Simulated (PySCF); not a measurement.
Compound: C3H2BrOP.
SMILES: `BrC1=CP=CO1`

Computed, not measured: MP2 and CCSD/aug-cc-pVDZ in PySCF, restricted Hartree–Fock reference, frozen core, non-relativistic, gas phase, PBE0-D3(BJ)/def2-SVP geometry.

E(HF) = -3102.72893 Eh.

Problem. How large is the problem?

Solution. 173 basis functions and 78 electrons; 18 orbitals frozen, which leaves o = 21 correlated occupied and v = 134 virtual orbitals. That is o·v = 2814 singles and o·v(o·v + 1)/2 = 3960705 distinct closed-shell doubles amplitudes before symmetry; the costliest CCSD step grows as o²v⁴ = 1.4 × 10^11.

Problem. What are the MP2 and CCSD correlation energies?

Solution. MP2 -0.8674 Eh and CCSD -0.8912 Eh, which gives totals of -3103.59637 and -3103.62011 Eh. That is 0.577 eV for each correlated electron at CCSD (2340 kJ/mol in all, 0.029 % of the total energy); MP2 gives 97.3 % of the CCSD value.

Problem. What is the T1 diagnostic?

Solution. 0.0131, below the customary warning level of 0.02. It is the norm of the spatial-orbital singles amplitudes over the root of the number of correlated electrons, so the norm is 0.085.

Problem. How does correlation change the dipole moment?

Solution. HF gives 0.19 D and CCSD (unrelaxed density) 0.07 D, a change of -0.12 D.

Connected triples and the basis-set limit are missing.

The job also held the EOM ionisation roots. Time: 11 min; peak memory 3.1 GiB. Hardware: one thread, Arm Neoverse V2 (aarch64), no GPU, shared host.
